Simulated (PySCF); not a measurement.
**Assignment exercise: C6H10F3P**

Mapped SMILES: `[CH3:1][C:2]([CH3:3])=[P:4][CH2:5][CH2:6][C:7]([F:8])([F:9])[F:10]`. Each H is labelled by its parent atom.

- geometry: GFN2-xTB
- shieldings: GIAO PBE0/pcSseg-1
- code: PySCF 2.14.0 with density-fitted response routines
- fast rotation and ring inversion assumed for equivalent nuclei, single conformer, no solvent, non-relativistic

Shifts are taken against calculated references (same method and geometry level): TMS for ¹³C, ¹H.

Task: Assign these signals to the numbered atoms. ¹³C{¹H} NMR (computed): δ 219.5, 136.5, 36.6, 34.3, 28.8, 27.5.

Result: 
| δ (ppm) | atoms | environment | reason |
| --- | --- | --- | --- |
| 219.5 | C2 | carbon double-bonded to a heavier main-group atom | – |
| 136.5 | C7 | CF3 carbon | 3 electronegative neighbours deshield it |
| 36.6 | C6 | sp3 CH2 | aliphatic region, no heteroatom directly attached |
| 34.3 | C3 | methyl carbon | aliphatic region, no heteroatom directly attached |
| 28.8 | C1 | methyl carbon | – |
| 27.5 | C5 | sp3 CH2 bonded to P | – |

C1 and C5 lie closer than the usual error of such a calculation, so a measured spectrum could show them in the other order.

Task: Assign these signals to the numbered atoms. ¹H NMR (600 MHz, computed): δ 2.56 (m, 3H), 2.46 (m, 3H), 2.31 (m, 2H), 2.06 (m, 2H).

Result: 
| δ (ppm) | atoms | environment | reason |
| --- | --- | --- | --- |
| 2.56 | H(C3) | hydrogen on a methyl carbon | – |
| 2.46 | H(C1) | hydrogen on a methyl carbon | – |
| 2.31 | H(C6) | hydrogen on an sp3 CH2 | – |
| 2.06 | H(C5) | hydrogen on an sp3 CH2 bonded to P | – |

H(C3) and H(C1) lie closer than the usual error of such a calculation, so a measured spectrum could show them in the other order.

Splittings by ¹⁹F and ³¹P in the carbon and heteronuclear signals aren't shown, as no couplings were computed. Shifts are as computed. Against solution values, carbons near 30 ppm lie about +3 ppm off and those near 130 ppm about +5 ppm. Of 1211 compounds with measured shifts, 218 miss one by over three times the rms of a fit or turn the order of signals round; such compounds aren't used in these exercises. Multiplicities follow the n + 1 count of equivalent neighbours, as no J values were calculated; m marks all less simple cases, F and P coupling included.
